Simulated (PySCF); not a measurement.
# Radial density of Mn¹⁸⁺ (manganese, charge +18)

PBEsol, [He] 2s2 2p3, high-spin 4S determinant. Calculation: PySCF 2.14, in an even-tempered Gaussian basis (20 s from 3.8 bohr⁻², ratio 2.2; 11 p from 4.9 bohr⁻², ratio 2.2; 6 d from 22 bohr⁻², ratio 2.4; 5 f from 32 bohr⁻², ratio 2.4; 4 g from 49 bohr⁻², ratio 2.4); the spin-free X2C one-electron Hamiltonian (Gaussian nucleus).

```csv
r (bohr),4πr²ρ (e/bohr),4πr²(ρα − ρβ)
0.00104,0.1907,-0.0001
0.00175,0.4900,-0.0002
0.00294,1.232,-0.0003
0.00494,2.988,-0.0004
0.00831,6.805,0.0016
0.0140,13.90,0.0203
0.0235,23.59,0.1431
0.0396,29.36,0.7820
0.0665,23.13,3.2474
0.112,16.18,8.9321
0.188,20.70,12.6452
0.317,11.69,5.9704
0.533,0.9894,0.4636
0.896,0.004052,0.0019
```

Densities and radii are taken from the X2C orbitals without a picture-change correction, which distorts them close to the nucleus.
